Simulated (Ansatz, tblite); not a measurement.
Cost and result up the ladder for BCl2(SiH3) (SiBH3Cl2) (7 atoms). Total charge 0; singlet. Geometry: PBE-D4/def2-SVP.

| atom | x (Å) | y (Å) | z (Å) |
| --- | --- | --- | --- |
| B1 | -0.330 | -0.101 | 1.072 |
| Cl2 | 0.032 | 1.161 | 2.244 |
| Cl3 | -1.306 | -1.470 | 1.590 |
| Si4 | 0.300 | 0.059 | -0.849 |
| H5 | 0.476 | -1.292 | -1.488 |
| H6 | 1.586 | 0.835 | -0.946 |
| H7 | -0.758 | 0.808 | -1.623 |

Ansatz on 4 threads of Arm Neoverse V1 on a shared host; xTB runs through tblite on one thread. Times are rough, summed over both states, and most runs start from the orbitals of an earlier one. PBE0-D4/def2-TZVP serves as the yardstick here, not as an exact answer. The other state is a triplet.

The xTB rows come from tblite.

xTB has no spin-polarisation term.

| level | functions | vertical triplet (eV) | difference from PBE0-D4/def2-TZVP (eV) |
| --- | --- | --- | --- |
| GFN1-xTB | 37 | 3.35 | -0.49 |
| PBE-D4/def2-TZVP | 160 | 3.65 | -0.19 |
| GFN2-xTB | 34 | 3.03 | -0.82 |
| PBE0-D4/def2-TZVP (with forces) | 160 | 3.84 | 0.00 |
| r2SCAN-D4/def2-TZVP | 160 | 3.66 | -0.18 |

Task: Estimate how long each takes.

Result: GFN1-xTB 0.009 s; GFN2-xTB 0.01 s; PBE-D4/def2-TZVP 3.4 s; PBE0-D4/def2-TZVP (with forces) 5 s; r2SCAN-D4/def2-TZVP 8.2 s. On shared hardware such times vary by a factor of up to 3.
